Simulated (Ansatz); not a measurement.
`[SiH3][SiH2][SnH3]` + `N[SiH3]` → `[SiH3][NH][SnH3]` + `[SiH3][SiH3]` at 298.15 K and 1 bar (cleavage of the Sn–Si bond).

Computed with Ansatz on PBE0-D4/def2-TZVP structures; ΔE is electronic, products minus reactants. CBS: MP2 limit from def2 TZ/QZ plus the TZ coupled-cluster correction, frozen cores. This one scheme is used for every species. def2 core potentials past Kr. For Sn outer-core shells are correlated without core-valence functions, which leaves a few kJ/mol of doubt a bond.

| species | CCSD(T)/CBS energy (Eh) | H − E (kJ/mol) | S (J/(mol·K)) |
| --- | --- | --- | --- |
| `[SiH3][SiH2][SnH3]` | -796.96755 | 186.1 | 381.5 |
| `N[SiH3]` | -346.80422 | 145.7 | 264.3 |
| `[SiH3][NH][SnH3]` | -562.01692 | 180.1 | 361.7 |
| `[SiH3][SiH3]` | -581.74359 | 143.7 | 274.2 |

H − E and S are ideal-gas, rigid-rotor, harmonic terms from PBE0-D4/def2-TZVP, for one conformer and one mirror image of each species. 1 Eh = 2625.50 kJ/mol, R = 8.31446 J/(mol·K).

Task: By hand: ΔE, ΔH, ΔS and ΔG.

Result: ΔE = (-562.01692) + (-581.74359) − (-796.96755) − (-346.80422) = 0.01126 Eh = 29.6 kJ/mol. Δ(H − E) = 180.1 + 143.7 − 186.1 − 145.7 = -8.0, so ΔH = 21.6 kJ/mol. ΔS = 361.7 + 274.2 − 381.5 − 264.3 = -9.9 J/(mol·K). ΔG = 21.6 − 298.15 × (-9.9)/1000 = 24.6 kJ/mol.

Task: By hand: the equilibrium constant, and the temperature at which ΔG would vanish if ΔH and ΔS stayed fixed.

Result: log₁₀ K = −ΔG/(RT ln 10) = -4.3. ΔH and −TΔS have one sign here, so there is no such temperature.

The number of gas molecules stays the same, so ΔS is small and ΔH decides. A doubt of 5 kJ/mol in ΔE shifts log₁₀ K by 0.9 here. Other conformers and mirror images would add mixing entropy, several J/(mol·K) or more a flexible species. Modes under 60 cm⁻¹, often nearly free rotors, make the harmonic entropy too high. These are equilibria of isolated gas molecules and say nothing of rates. Largest T1 diagnostic: 0.014 (customary marks: 0.02 for closed shells, 0.045 for open ones).

ΔS is within the doubt of such terms, so its sign, and with it that verdict, could turn.
